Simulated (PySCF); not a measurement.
Fluorobenzene, C6H5F.
SMILES with atom numbers: `[F:1][c:2]1[cH:3][cH:4][cH:5][cH:6][cH:7]1` (hydrogens: H8 on C3; H9 on C4; H10 on C5; H11 on C6; H12 on C7)

The calculation used PySCF, PBE0-D3(BJ)/def2-SVP geometry optimisation, gas phase.

Problem. List the bond lengths and angles at this level.

Solution. 
| bond | length (Å) |
| --- | --- |
| F1–C2 | 1.333 |
| C2–C3, C2–C7 | 1.390 |
| C3–C4, C6–C7 | 1.394 |
| C4–C5, C5–C6 | 1.395 |
| C3–H8, C7–H12 | 1.091 |
| C4–H9, C6–H11 | 1.092 |
| C5–H10 | 1.092 |

Bonds in one row agree within 0.01 Å and their mean is given. A selection of angles:
| angle | degrees |
| --- | --- |
| F1–C2–C3 | 119.0 |
| C3–C2–C7 | 121.8 |
| C2–C3–C4 | 118.8 |
| C2–C3–H8 | 119.3 |
| C4–C3–H8 | 121.9 |
| C3–C4–C5 | 120.5 |
| C3–C4–H9 | 119.4 |
| C5–C4–H9 | 120.1 |
| C4–C5–C6 | 119.7 |
| C4–C5–H10 | 120.1 |

The 7 heavy atoms lie in one plane (0.000 Å rms). The 6-membered ring C2–C3–C4–C5–C6–C7 has internal angles of 118.8° to 121.8°; it is planar, 0.00 Å rms from its mean plane, widest ring torsion 0°.

Point group: C2v (every atom within 0.08 Å of its image). Whether it is a minimum is left open (no frequencies).
